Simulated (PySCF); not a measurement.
Correlation energy of Mo (molybdenum, neutral)

[Kr] 4d5 5s1, high-spin 7S determinant. Calculation: PySCF 2.14, in aug-cc-pVTZ-DK (9s8p6d3f2g, 102 functions); the spin-free X2C one-electron Hamiltonian (Gaussian nucleus). Frozen: [Kr]; 6 electrons correlated.

```
  level  correlation energy (mhartree)
   CCSD                         -88.26
    (T)                          -2.65
CCSD(T)                         -90.91
```

Diagnostics: T1 = 0.012, D1 = 0.0343, largest double amplitude 0.024.

Problem. Is a single reference adequate?

Solution. Yes, within this model without spin-orbit coupling: T1 lies below 0.03 and no double amplitude reaches 0.07.
